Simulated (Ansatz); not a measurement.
Job for Ansatz (a program for electronic structure): R-wB97X-V/def2-TZVPP on BrGeHO (SMILES [OH][Ge][Br]), a point of a torsion scan.

Ansatz 0.2 input:
```yaml
crystal:
  periodic: [false, false, false]
  atoms:
    - {symbol: O, position_ang: [-1.05282505, 0.10717505, 0.19932734]}
    - {symbol: Ge, position_ang: [0.37831016, 1.04975992, -0.11589816]}
    - {symbol: Br, position_ang: [1.32399974, -0.17136616, -1.93065561]}
    - {symbol: H, position_ang: [-1.46834222, -0.67782284, -0.15461204]}
basis:
  gaussian:
    orbitals: def2-TZVPP
hamiltonian:
  xc: {name: wB97X-V}
scf: {lower_state_search: off}
```

It printed:

```
WARN ansatz: RAYON_NUM_THREADS=1 ignored (pool sized by the plan → 1); use --threads N
Functional definition: wB97X-V
these checks for a lower state are left out or cut short: stability, starts, cluster_reference, orbital_swaps, neighbouring_geometries, increment
integrals: 0.09 GiB planned
1012 factors; their error is unknown
integrals: 0.12 GiB planned
158 factors; integrals over basis functions are off by at most 6.0e-5 eV
mean field: 0.80 GiB planned
mean field evaluation 1: about -128613.3575 eV, gradient 5.2e1 eV
mean field evaluation 2: about -128609.5221 eV, gradient 7.2e1 eV
mean field evaluation 4: about -128617.8297 eV, gradient 2.1e0 eV
mean field evaluation 8: about -128617.8389 eV, gradient 8.3e-2 eV
mean field evaluation 16: about -128618.3046 eV, gradient 4.5e-5 eV
mean field -128618.30461057 eV, -4726.6355138202 hartree, gradient 7.7e-6 eV, S^2 0.000000; 0 other end points of the search recorded, 0 dependent functions left out
reference -128618.30460917 eV, -4726.6355137688 hartree; 38, 38 occupied and 103, 103 virtual orbitals, 1012 factors
Total energy: -128618.30460917 eV, -4726.6355137688 hartree
Checks for a lower state left out: stability, starts, cluster_reference, orbital_swaps, neighbouring_geometries, increment
```

Self-consistency was reached.

Cost: roughly 4 core-seconds.
